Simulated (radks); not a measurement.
The numbers below are computed, except where a source is named.
Coulomb parameter of the 3d shell of the zinc ion Zn3+ in the model configuration [Ar] 3d7.5 4p1.5, as a second difference U = [E(n + 0.5) + E(n - 0.5) - 2 E(n)] / (0.5)^2 with all orbitals relaxed. "Bare": the charge of the atom changes with n. "Screened": the 4p shell takes up the change at fixed total charge, which measures U(3d,3d) + U(4p,4p) - 2 U(3d,4p). Code: a radial shooting solver on a logarithmic mesh with Libxc functionals. Model: scalar-relativistic Kohn-Sham, PBE, spin-unpolarised, spherical densities, point nucleus.

| case | configuration | E - E(n) (eV) |
|---|---|---|
| start | [Ar] 3d7.5 4p1.5 | 0.000 |
| bare +0.5 | [Ar] 3d8 4p1.5 | -30.019 |
| bare -0.5 | [Ar] 3d7 4p1.5 | 35.738 |
| screened +0.5 | [Ar] 3d8 4p1 | -16.343 |
| screened -0.5 | [Ar] 3d7 4p2 | 18.238 |

U(bare) = 22.877 eV, U(screened by 4p) = 7.577 eV, against the Slater integral F0(3d,3d) = 32.827 eV with frozen orbitals.
